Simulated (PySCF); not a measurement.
The numbers are results of PySCF with PBE-D3(BJ)/def2-TZVP // PBE0-D3(BJ)/def2-SVP, not measurements. Gas-phase values, no solvent. One relaxed conformer stands for a flexible species; it need not be the lowest. Excitations are Tamm–Dancoff values on a coarser integration grid. The basis has no diffuse functions, so Rydberg states are missing or too high.

Reference species (SMILES): `C=C(F)c1ccc([SiH3])cc1` (F–C–C–C torsion 5°) (neutral, multiplicity 1).

| Property | Result |
|---|---|
| S1 oscillator strength | 0.015 |
| T1 excitation (TDA) | 3.03 eV |

Changed species: `[SiH3]c1c(cccc1)C(=C)F` (F–C–C–C torsion 157°).

### Question
What does the change do to the S1 oscillator strength and T1 excitation (TDA)?

### Answer
the S1 oscillator strength stays essentially unchanged; the T1 excitation (TDA) increases by 0.14 eV, to 3.17 eV.
